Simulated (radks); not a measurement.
Results of a calculation; reference values are marked as such.
Species: Ce II. Configuration: [Xe] 4f1 5d2 (the NIST ground configuration). Code: a radial shooting solver on a logarithmic mesh with Libxc functionals. Model: Dirac Kohn-Sham, XLYP, spin-unpolarised, spherical densities, point nucleus; open shells fill j = l - 1/2 first.

Unscreened Slater integrals over Kohn-Sham orbitals (eV). Large and small components are both included. Empty in this configuration: 4f7/2.

F0(5d3/2,5d3/2): 8.6323
F2(5d3/2,5d3/2): 4.3667
F0(5d3/2,4f5/2): 11.102
F2(5d3/2,4f5/2): 2.9656
G1(5d3/2,4f5/2): 1.7555
G3(5d3/2,4f5/2): 1.2957
F0(5d3/2,5p3/2): 10.301
F2(5d3/2,5p3/2): 4.7418
G1(5d3/2,5p3/2): 5.4421
G3(5d3/2,5p3/2): 3.3298
F0(5d3/2,5p1/2): 10.425
G1(5d3/2,5p1/2): 5.1199
F0(5d3/2,4f7/2): 11.085
F2(5d3/2,4f7/2): 2.9908
G3(5d3/2,4f7/2): 1.3215
G5(5d3/2,4f7/2): 0.97593
F0(4f5/2,4f5/2): 23.092
F2(4f5/2,4f5/2): 10.635
F4(4f5/2,4f5/2): 6.6075
F0(4f5/2,5p3/2): 15.944
F2(4f5/2,5p3/2): 5.9216
G2(4f5/2,5p3/2): 3.4892
G4(4f5/2,5p3/2): 2.6165
F0(4f5/2,5p1/2): 16.547
G2(4f5/2,5p1/2): 3.8723
F0(4f5/2,4f7/2): 22.966
F2(4f5/2,4f7/2): 10.569
F4(4f5/2,4f7/2): 6.5655
G2(4f5/2,4f7/2): 10.555
G4(4f5/2,4f7/2): 6.5568
G6(4f5/2,4f7/2): 4.6990
F0(5p3/2,5p3/2): 13.624
F2(5p3/2,5p3/2): 7.3204
F0(5p3/2,5p1/2): 13.946
G2(5p3/2,5p1/2): 7.4452
F0(5p3/2,4f7/2): 15.901
F2(5p3/2,4f7/2): 5.9421
G2(5p3/2,4f7/2): 3.5347
G4(5p3/2,4f7/2): 2.6447
F0(5p1/2,5p1/2): 14.298
F0(5p1/2,4f7/2): 16.500
G4(5p1/2,4f7/2): 2.9103
F0(4f7/2,4f7/2): 22.841
F2(4f7/2,4f7/2): 10.505
F4(4f7/2,4f7/2): 6.5245
F6(4f7/2,4f7/2): 4.6754
